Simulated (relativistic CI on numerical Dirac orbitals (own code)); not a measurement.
## Hg XLI: q coefficients and field-shift factors

Method of calculation: Dirac-Coulomb-Breit CI, KLI orbitals optimised for each configuration, derivatives by finite differences, unscaled Slater integrals, QED left out (own radial code, finite nucleus).

CI space (outside the closed core [Ar] 3d10 4s2): 4p6 4d4, 4p6 4d3 4f, 4p5 4d5, 4p6 4d2 4f2, 4p6 4d2 5s2. Levels of other configurations are missing.

With x = (α/α₀)² − 1 an excitation energy changes as ω = ω₀ + qx; K = 2q/ω₀ is the relative enhancement. Terms are leading LS components, so labels can repeat. The field-shift factor is F = δν/δ⟨r²⟩ for the transition from the lowest level.

Lowest level 4p6 4d4 3P_0.

```csv
Level,ω₀ (cm⁻¹),q (cm⁻¹),K,F (GHz/fm²)
4p6 4d4 5D_1,188538,225800,2.4,8.2
4p6 4d4 3F_4,238095,224300,1.88,8.62
4p6 4d4 5D_2,242977,238700,1.96,9.09
4p6 4d4 3F_3,256495,234100,1.83,9.08
4p6 4d4 5D_0,410347,448700,2.19,16.6
4p6 4d4 5D_2,414489,437000,2.11,16.3
4p6 4d4 3H_4,424643,450800,2.12,16.8
4p6 4d4 5D_3,429697,449600,2.09,16.8
4p6 4d4 3H_5,448865,446600,1.99,16.9
4p6 4d4 3P_1,460497,454800,1.98,17.3
4p6 4d4 1I_6,462911,446800,1.93,17.1
4p6 4d4 3F_3,476155,444100,1.87,17.1
4p6 4d4 3G_4,479774,450400,1.88,17.3
4p6 4d4 3F_2,483037,451300,1.87,17.4
4p6 4d4 3F_2,525339,452600,1.72,17.9
4p6 4d4 3F_4,545335,457400,1.68,18.2
4p6 4d4 1D_2,587291,464000,1.58,18.8
4p6 4d4 3P_0,637315,494300,1.55,20.2
4p6 4d4 5D_4,648514,665700,2.05,25.1
4p6 4d4 3F_3,651543,668500,2.05,25.2
4p6 4d4 3D_1,669028,668300,2,25.3
4p6 4d4 3G_5,677307,674200,1.99,25.6
4p6 4d4 3H_6,682538,672100,1.97,25.5
```

At this charge energies of transitions that change n are usually good to better than 1 %, and those within a shell (Δn = 0) to a few per cent. Terms inside the open d or f shell come out 10 to 20 % too wide with unscaled integrals.
